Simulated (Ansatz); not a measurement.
Consider the isomerisation: `OBCS[SiH3]` → `BO[SiH2]SC`.

Computed with Ansatz on PBE0-D4/def2-TZVP structures; ΔE is electronic, products minus reactants. CCSD(T)/CBS adds triple-zeta CCSD(T) − MP2 to the extrapolated MP2 energy (def2 sets, frozen cores). Each species was taken in one conformer, which may not be the lowest.

`OBCS[SiH3]`:

Z-matrix (Å, degrees):
```
C
B 1 1.570
S 1 1.828 2 108.3
H 1 1.092 2 111.6 3 -121.9
H 1 1.096 2 109.1 3 118.1
O 2 1.351 1 118.2 3 131.5
H 2 1.202 1 121.4 3 -49.0
Si 3 2.124 1 98.7 2 -177.5
H 6 0.960 2 113.4 1 179.2
H 8 1.488 3 111.1 1 60.1
H 8 1.484 3 106.8 1 -179.8
H 8 1.488 3 110.8 1 -59.9
```

`BO[SiH2]SC`:

Z-matrix (Å, degrees):
```
Si
O 1 1.660
S 1 2.108 2 112.1
H 1 1.478 2 107.6 3 117.0
H 1 1.486 2 107.5 3 -121.1
B 2 1.347 1 130.7 3 99.3
C 3 1.818 1 99.4 2 -69.4
H 6 1.205 2 120.0 1 1.7
H 6 1.198 2 118.2 1 -178.1
H 7 1.090 3 111.1 1 69.2
H 7 1.090 3 111.1 1 -53.7
H 7 1.089 3 106.7 1 -172.4
```

| species | HF/def2-QZVPP energy (Eh) |
| --- | --- |
| `OBCS[SiH3]` | -828.13472 |
| `BO[SiH2]SC` | -828.17305 |

Q: Work out ΔE.

A: ΔE = (-828.17305) − (-828.13472) = -0.03833 Eh = -100.6 kJ/mol. CCSD(T)/CBS gives -84.7 kJ/mol.

Largest T1 diagnostic among the species: 0.012.

From PBE to PBE0 (25 % exact exchange), in def2-TZVPP and without D4, ΔE moves by −4.0 kJ/mol. In def2-TZVPP, CCSD(T) changes the Hartree–Fock value by +15.8 kJ/mol (the triples alone add +1.7 kJ/mol) and MP2 by +13.1 kJ/mol.
